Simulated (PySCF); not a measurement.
Computed shifts of a molecule C4H7NSi, PBE/pcSseg-1 in PySCF, GIAO, gas phase, atoms alike by connectivity averaged where their shifts nearly agree, in ppm (number of nuclei): ¹³C: 146.6 (1), 143.0 (1), 93.4 (1), 91.2 (1). ²⁹Si: -28.5 (1). ¹⁵N: 20.0 (1). ¹H: 6.60 (1), 6.38 (1), 5.14 (1), 4.97 (1), 3.67 (1), 1.14 (1), 0.55 (1). References: ¹³C against TMS (σ = 182.0 ppm); ²⁹Si against TMS (σ = 335.4 ppm); ¹⁵N against NH3 (σ = 267.0 ppm); ¹H against TMS (σ = 31.49 ppm), references at their B3LYP-D3(BJ)/def2-TZVP geometries, non-relativistic. The structure is a stationary point at B3LYP-D3(BJ)/def2-SVP. The values are those of a single conformer.

Question: Pick the molecule that these values belong to.
A. CC1=CC=N[SiH2]1
B. C#C/C=C\[SiH2]N
C. C#CC(=C)[SiH2]N
D. C#CC/C=N/[SiH3]

Answer: C, C#CC(=C)[SiH2]N
